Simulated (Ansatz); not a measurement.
**Cost against result**

Saddle point of Ge4H12F2, closed shell (Ge₄H₁₀ ([GeH3][GeH]([GeH3])[GeH3]) + HF + HF → Ge₄H₉F ([F][GeH2][GeH]([GeH3])[GeH3]) + HF + H₂; bonds formed: Ge2–F7, H6–F9, H8–H11; bonds broken: Ge2–H11, H6–F7, H8–F9), PBE0-D4/def2-TZVP structure:

| atom | x (Å) | y (Å) | z (Å) |
| --- | --- | --- | --- |
| Ge1 | -0.6050 | -0.0153 | -0.9214 |
| Ge2 | -0.8802 | 0.8308 | 1.3291 |
| Ge3 | 1.7494 | -0.5024 | -1.2611 |
| Ge4 | -1.9564 | -2.0187 | -1.1568 |
| H5 | -1.0866 | 1.0860 | -1.8803 |
| H6 | 1.4177 | 2.2503 | 0.9463 |
| F7 | 0.3046 | 2.4773 | 0.6348 |
| H8 | 1.2664 | 1.0608 | 2.0573 |
| F9 | 2.2788 | 1.7676 | 1.4161 |
| H10 | -1.2128 | -0.3643 | 2.2828 |
| H11 | 0.5682 | 0.7090 | 2.4260 |
| H12 | -1.8137 | 1.9645 | 1.7616 |
| H13 | 1.8793 | -1.3955 | -2.5068 |
| H14 | 2.5428 | 0.7916 | -1.4590 |
| H15 | 2.2711 | -1.2727 | -0.0401 |
| H16 | -1.9092 | -2.4993 | -2.6161 |
| H17 | -3.4189 | -1.7477 | -0.7656 |
| H18 | -1.3956 | -3.1217 | -0.2467 |

Barriers are electronic and count from the start structure reached by relaxing down the imaginary mode.

Program: Ansatz 0.2.0. Basis: as named in each row. Cores are frozen in the correlated methods. Filled d shells of the heavier atoms are correlated. The def2 sets are not built for correlating such inner shells, so the correlated values are less sure here. B3LYP uses VWN-RPA correlation. Extrapolation: Hartree–Fock as exp(−7.88 √X), correlation as X^−2.97.

Times are rough, for one single point on 4 threads of a shared host (AMD EPYC 7R13), with one NVIDIA H100 (or a share of it) where marked.

The estimate by CCSD(T) at an estimated basis limit (MP2 extrapolated from triple and quadruple zeta, plus CCSD(T) − MP2 in triple zeta) is 169.6 kJ/mol.

| method | basis | time (s) | barrier (kJ/mol) | method less estimate |
| --- | --- | --- | --- | --- |
| HF | STO-3G | 2 | 340.0 | 170.4 |
| PBE-D4 | def2-TZVPP | 2 (H100) | 118.0 | -51.6 |
| BLYP-D4 | def2-TZVPP | 2 (H100) | 121.8 | -47.9 |
| SPW92 | def2-TZVPP | 2 (H100) | 89.2 | -80.4 |
| B3LYP-D4 | def2-TZVPP | 2 (H100) | 142.6 | -27.0 |
| PBE0-D4 | def2-TZVPP | 2 (H100) | 145.2 | -24.4 |
| r2SCAN-D4 | def2-TZVPP | 2 (H100) | 130.1 | -39.5 |
| r2SCAN0-D4 | def2-TZVPP | 2 (H100) | 151.5 | -18.1 |
| PBE-D4 | STO-3G | 2 | 30.4 | -139.2 |
| BHLYP-D4 | def2-TZVPP | 2 (H100) | 169.1 | -0.5 |
| CAM-B3LYP-D4 | def2-TZVPP | 2 (H100) | 146.9 | -22.7 |
| SPW92 | def2-SVP | 2 | 70.6 | -99.1 |
| wB97X-V | def2-TZVPP | 2 (H100) | 154.7 | -14.9 |
| B97M-V | def2-TZVPP | 3 (H100) | 151.9 | -17.7 |
| wB97M-V | def2-TZVPP | 3 (H100) | 153.7 | -16.0 |
| PBE-D4 | def2-SVP | 3 | 101.4 | -68.2 |
| B2PLYP | def2-TZVPP | 3 (H100) | 154.6 | -15.1 |
| PBE-QIDH | def2-TZVPP | 3 (H100) | 163.3 | -6.4 |
| CCSD(T) | def2-SVP | 4 (H100) | 175.8 | 6.1 |
| RPA on PBE | def2-TZVPP | 4 (H100) | 163.6 | -6.0 |
| B3LYP-D4 | 6-31G | 6 | 97.4 | -72.2 |
| PBE0-D4 | def2-SVP | 8 | 133.7 | -35.9 |
| MP2 | def2-QZVPP | 11 (H100) | 164.8 | -4.8 |
| wB97M-V | def2-SVP | 19 | 141.8 | -27.8 |
| CCSD(T) | def2-TZVPP | 32 (H100) | 169.3 | -0.3 |

All methods are single points on the PBE0-D4 structures.

The T1 diagnostic stays at or below 0.013.

Labels in which every atom is bracketed show which atoms are joined, not bond orders.
